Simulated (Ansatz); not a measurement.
`[NH2][Nb](=[O])([F])[Cl]` + HCl → `[O]=[Nb]([F])([Cl])[Cl]` + NH₃ at 400 K and 1 bar (ligand exchange at the Nb–N bond).

Calculated with Ansatz (gas phase, PBE0-D4/def2-TZVP geometries, no zero-point term in ΔE). CCSD(T)/CBS is the MP2 limit (def2-TZVPP, def2-QZVPP) plus CCSD(T) − MP2 in def2-TZVPP, frozen cores. This one scheme is used for every species. Elements past krypton have def2 core potentials. For Nb outer-core shells are correlated without core-valence functions, which leaves a few kJ/mol of doubt a bond. One conformer a species, not always the lowest.

```tsv
species	CCSD(T)/CBS energy (Eh)	H − E (kJ/mol)	S (J/(mol·K))
`[NH2][Nb](=[O])([F])[Cl]`	-747.79482	116.3	384.0
HCl	-460.38127	29.6	195.4
`[O]=[Nb]([F])([Cl])[Cl]`	-1151.68753	50.2	380.7
NH₃	-56.50880	104.2	203.1
```

H − E and S are ideal-gas, rigid-rotor, harmonic terms from PBE0-D4/def2-TZVP, for one conformer and one mirror image of each species. 1 Eh = 2625.50 kJ/mol, R = 8.31446 J/(mol·K).

By hand: ΔE, ΔH, ΔS and ΔG.

ΔE = (-1151.68753) + (-56.50880) − (-747.79482) − (-460.38127) = -0.02024 Eh = -53.1 kJ/mol. Δ(H − E) = 50.2 + 104.2 − 116.3 − 29.6 = 8.5, so ΔH = -44.6 kJ/mol. ΔS = 380.7 + 203.1 − 384.0 − 195.4 = 4.4 J/(mol·K). ΔG = -44.6 − 400 × (4.4)/1000 = -46.4 kJ/mol.

By hand: the equilibrium constant, and the temperature at which ΔG would vanish if ΔH and ΔS stayed fixed.

log₁₀ K = −ΔG/(RT ln 10) = 6.1. ΔH and −TΔS have one sign here, so there is no such temperature. One of them is within its doubt of zero, so this could turn.

The number of gas molecules stays the same, so ΔS is small and ΔH decides. A doubt of 5 kJ/mol in ΔE shifts log₁₀ K by 0.7 here. Other conformers and mirror images would add mixing entropy, several J/(mol·K) or more a flexible species. These are equilibria of isolated gas molecules and say nothing of rates. Largest T1 diagnostic: 0.022 (customary marks: 0.02 for closed shells, 0.045 for open ones).
